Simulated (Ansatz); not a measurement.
`[CH3][AlH][GeH3]`. The species carries charge 0 and has multiplicity 1. All single points use the PBE0-D4/def2-TZVP geometry.

```xyz
10

C    -0.089   -1.671   -0.984
Al    0.792   -0.387    0.191
Ge   -0.334    1.736    0.810
H    -0.279   -1.221   -1.965
H     0.494   -2.582   -1.140
H    -1.068   -1.955   -0.586
H     2.248   -0.665    0.772
H    -0.507    1.874    2.338
H    -1.740    1.902    0.196
H     0.482    2.969    0.367
```

Q: What is the dipole moment at r2SCAN/def2-TZVPP? (An estimate is asked.)

A: Computed: 1.31 D, with components (-0.09, -1.12, -0.67) D in this frame, pointing from negative to positive charge.

Q: And with PBE, B3LYP, ωB97M-V? (Estimate.)

A: The calculation gave: PBE 1.28 D, B3LYP 1.30 D, ωB97M-V 1.33 D.

Q: Give the Mulliken charges with r2SCAN, ωB97M-V, PBE in def2-TZVPP. (An estimate is asked.)

A: Ansatz gave: 
```csv
atom,r2SCAN,ωB97M-V,PBE
C1,-0.38,-0.51,-0.42
Al2,0.58,0.50,0.42
Ge3,-0.16,-0.22,-0.12
H4,0.07,0.11,0.10
H5,0.07,0.12,0.10
H6,0.07,0.11,0.10
H7,-0.17,-0.12,-0.12
H8,-0.03,0.00,-0.02
H9,-0.02,0.00,-0.02
H10,-0.03,0.00,-0.02
```

B3LYP here is the variant with VWN-RPA as its local correlation; programs differ in this.
